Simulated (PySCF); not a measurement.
Isomers of C8H10FOP.

All values: PBE0/pcSseg-1 (PySCF) at GFN2-xTB geometries, gas phase, one conformer each.

Question: Rank by the highest Hirshfeld charge on any atom, highest value first.
A. `[CH3:1][P:2]([CH3:3])(=[O:4])[c:5]1[cH:6][cH:7][c:8]([F:9])[cH:10][cH:11]1` with C1–P2–C5–C6 56°
B. `[CH2:1]=[CH:2][C:3]1=[C:4]([CH3:5])[P@@H:6](=[O:7])[C:8]([CH3:9])=[C:10]1[F:11]` with C1–C2–C3–C4 159°
C. `[CH2:1]=[CH:2][P@@:3]1(=[O:4])[C:5]([F:6])=[CH:7][C:8]([CH3:9])=[C:10]1[CH3:11]` with C1–C2–P3–O4 0°

Answer: A (+0.438 e), C (+0.410 e), B (+0.393 e).

Question: Rank by the highest IAO charge on any atom, highest value first.
A. `[CH2:1]=[CH:2][P@@:3]1(=[O:4])[C:5]([F:6])=[CH:7][C:8]([CH3:9])=[C:10]1[CH3:11]` with C1–C2–P3–O4 0°
B. `[CH2:1]=[CH:2][C:3]1=[C:4]([CH3:5])[P@@H:6](=[O:7])[C:8]([CH3:9])=[C:10]1[F:11]` with C1–C2–C3–C4 159°
C. `[CH3:1][P:2]([CH3:3])(=[O:4])[c:5]1[cH:6][cH:7][c:8]([F:9])[cH:10][cH:11]1` with C1–P2–C5–C6 56°

Answer: C (+1.542 e), A (+1.502 e), B (+1.414 e).

All values together:

| SMILES | μ (D) | HOMO (eV) | LUMO (eV) | lowest IAO charge (e) | highest IAO charge (e) | lowest Hirshfeld charge (e) | highest Hirshfeld charge (e) |
| --- | --- | --- | --- | --- | --- | --- | --- |
| C=C[P@@]1(=O)C(F)=CC(C)=C1C | 4.73 | -6.61 | -1.72 | -0.890 (O) | +1.502 (P) | -0.382 (O) | +0.410 (P) |
| CP(C)(=O)c1ccc(F)cc1 | 3.62 | -7.56 | -0.91 | -0.934 (O) | +1.542 (P) | -0.404 (O) | +0.438 (P) |
| C=CC1=C(C)[P@@H](=O)C(C)=C1F | 3.68 | -6.63 | -2.20 | -0.896 (O) | +1.414 (P) | -0.393 (O) | +0.393 (P) |
| CC[P@H](=O)c1ccccc1F | 3.52 | -7.60 | -1.09 | -0.927 (O) | +1.421 (P) | -0.394 (O) | +0.406 (P) |

Conformers: `[CH2:1]=[CH:2][P@@:3]1(=[O:4])[C:5]([F:6])=[CH:7][C:8]([CH3:9])=[C:10]1[CH3:11]` with C1–C2–P3–O4 0°; `[CH3:1][P:2]([CH3:3])(=[O:4])[c:5]1[cH:6][cH:7][c:8]([F:9])[cH:10][cH:11]1` with C1–P2–C5–C6 56°; `[CH2:1]=[CH:2][C:3]1=[C:4]([CH3:5])[P@@H:6](=[O:7])[C:8]([CH3:9])=[C:10]1[F:11]` with C1–C2–C3–C4 159°; `[CH3:1][CH2:2][P@H:3](=[O:4])[c:5]1[cH:6][cH:7][cH:8][cH:9][c:10]1[F:11]` with C1–C2–P3–O4 -56°, C2–P3–C5–C6 119°.
